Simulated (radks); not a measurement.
The numbers below are computed, except where a source is named.
Ca0.25+, configuration [Ne] 3s2 3p(up 3, down 2.75) 4s2 (fractional occupations, a model configuration).

Code: a radial shooting solver on a logarithmic mesh with Libxc functionals. Model: non-relativistic Kohn-Sham, BLYP, spin-polarised, spherical densities, point nucleus.

Energy parts (eV):
| part | energy |
|---|---|
| total | -18430.701 |
| kinetic | 18413.610 |
| electron-nucleus | -43565.403 |
| Hartree | 7698.251 |
| exchange-correlation | -977.158 |

Orbitals (lengths in bohr, moments of r in powers of bohr; r(90%) holds 90 % of the orbital's charge):
| orbital | occ. | eigenvalue (eV) | r(90%) |
|---|---|---|---|
| 1s up | 1 | -3933.809 | 0.138 |
| 1s down | 1 | -3933.735 | 0.138 |
| 2s up | 1 | -414.5010 | 0.571 |
| 2s down | 1 | -414.4416 | 0.571 |
| 2p up | 3 | -338.5320 | 0.542 |
| 2p down | 3 | -338.4445 | 0.542 |
| 3s up | 1 | -49.8625 | 1.73 |
| 3s down | 1 | -49.5364 | 1.73 |
| 3p up | 3 | -31.1813 | 1.95 |
| 3p down | 2.75 | -30.8785 | 1.95 |
| 4s up | 1 | -5.2087 | 5.63 |
| 4s down | 1 | -5.1872 | 5.65 |

The highest occupied level is 4s down at -5.187 eV. The spin density at the nucleus is 0.01853 e/bohr^3 (1s -0.05350, 2s 0.02117, 3s 0.03619, 4s 0.01466), a Fermi contact field of 0.971 T. Spin moment in Bohr magnetons: 0.25. Summed over all electrons, <r^2> = 47.67 bohr^2, which gives a Langevin (diamagnetic) susceptibility term of -37.8 x 10^-6 cm^3/mol. Virial ratio -V/T = 2.00093.
